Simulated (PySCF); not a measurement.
Vibration and rotation of SiI

UHF-CCSD(T) constants of SiI, ²Π (doublet), unpaired electrons π ↑ (basis Si def2-TZVPPD, I def2-TZVPPD with ECP28; scalar-relativistic core potentials; PySCF 2.14; masses 27.9769 and 126.9045 u):

* ωe: 360.3 cm⁻¹
* ωexe: 1.1 cm⁻¹
* Be: 0.12266 cm⁻¹
* αe: 0.000554 cm⁻¹
* De to Si + I: 3.12 eV

(1) What force constant and bond length do these constants imply?

(2) Estimate the centrifugal constant D from the Kratzer relation and find the Dunham coefficient a1.

Correlated steps freeze 9 core orbitals. Spin–orbit coupling is left out, which matters for elements this heavy, above all for dissociation energies. The state is the lowest determinant that a PBE0 search found; another state may lie lower at other levels.

Answers

(1) Reduced mass μred = 22.923 u; k = 5.8918×10⁻⁷·μred·ωe² (u, cm⁻¹, mdyn/Å) = 1.75 mdyn/Å; Re = √(16.8576/(μred·Be)) (u, cm⁻¹, Å) = 2.449 Å.

(2) D = 4Be³/ωe² = 5.69e-08 cm⁻¹; a1 = −1 − αeωe/(6Be²) = -3.21.
